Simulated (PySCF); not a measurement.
Harmonic spectrum computed at PBE0 in the def2-TZVPD basis family (core potentials from Rb on, PySCF, no spin–orbit coupling):

| symmetry | ω (cm⁻¹) | IR (km/mol, summed over degenerate members) |
| --- | --- | --- |
| πu | 308 | 1769 |
| σu+ | 852 | 1162 |
| σg+ | 891 | 0.0 |

**Question.** Which molecule gave it? In each, all ligands are bound to the one heavy central atom.
A. TlH₂⁻ (singlet)
B. LiH₂⁻ (singlet)
C. RbH₂⁻ (singlet)
D. NaH₂⁻ (singlet)

**Answer.** D. It has D∞h symmetry with Na–H 2.065 Å (×2).
